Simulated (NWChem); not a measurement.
Species: MgSiH3I; SMILES [SiH3][Mg][I]

```xyz
6

Mg     0.0461    -1.0178     0.0003
I      0.3663     1.5343     0.0015
Si    -0.2748    -3.5657    -0.0010
H     -0.4858    -4.1071    -1.3847
H     -1.4629    -3.9860     0.8134
H      0.9145    -4.2834     0.5672
```
Atoms are numbered in this order, from 1.

All runs use the structure optimised with PBE0/def2-SVP. Not confirmed as a minimum by frequencies. def2 effective core potentials on I; no spin-orbit coupling.

**Question.** List the 4 lowest vertical singlet excitations from PBE0/def2-SVPD with def2 effective core potentials on I, TDA (NWChem).

**Answer.** 
```csv
state,energy (eV),oscillator strength,leading excitation (squared amplitude)
S1,5.00,0.015,HOMO−2 → LUMO (0.90)
S2,5.00,0.015,HOMO−1 → LUMO (0.90)
S3,5.22,0.000,HOMO−1 → LUMO+1 (0.55)
S4,5.22,0.000,HOMO−2 → LUMO+1 (0.49)
```
